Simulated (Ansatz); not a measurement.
`[F][In]([F])[I]`. Charge 0, multiplicity 1. In, I: def2 effective core potential.

Cartesian coordinates in Å:
```
F 1.6335 0.4165 -1.0608
In 0.0632 -0.0720 -0.0544
F -0.2690 -1.9702 -0.1130
I -1.4277 1.6256 1.2282
```

What are the harmonic wavenumbers in cm⁻¹ at PBE0-D4/def2-TZVP (Ansatz, finite differences of forces, unscaled)? (An estimate is asked.)

Ansatz gave: 79, 119, 136, 218, 608, 616.

Is this a minimum?

Yes, all 6 modes are real.

Give the ideal-gas thermochemistry at 298.15 K and 1 bar (rigid rotor, harmonic oscillator; point group C2v, symmetry number 2).

Zero-point energy 10.6 kJ/mol; H(298) − E = 28.4 kJ/mol; entropy 348.0 J/(mol·K), of which translation 179.1, rotation 115.6, vibration 53.3; G(298) − E = -75.4 kJ/mol. Modes under 100 cm⁻¹ are hindered rotations or soft bends, so the harmonic entropy is rough.

And at 400, 500, 600, 800 and 1000 K?


```json
{"T (K)": "400", "H − E (kJ/mol)": "36.1", "S (J/mol/K)": "370.2", "G − E (kJ/mol)": "-112.0"}
{"T (K)": "500", "H − E (kJ/mol)": "43.9", "S (J/mol/K)": "387.6", "G − E (kJ/mol)": "-149.9"}
{"T (K)": "600", "H − E (kJ/mol)": "51.8", "S (J/mol/K)": "402.1", "G − E (kJ/mol)": "-189.4"}
{"T (K)": "800", "H − E (kJ/mol)": "68.0", "S (J/mol/K)": "425.3", "G − E (kJ/mol)": "-272.3"}
{"T (K)": "1000", "H − E (kJ/mol)": "84.3", "S (J/mol/K)": "443.6", "G − E (kJ/mol)": "-359.2"}
```

Rotational constants (cm⁻¹)?

0.1737, 0.02797, 0.02409.
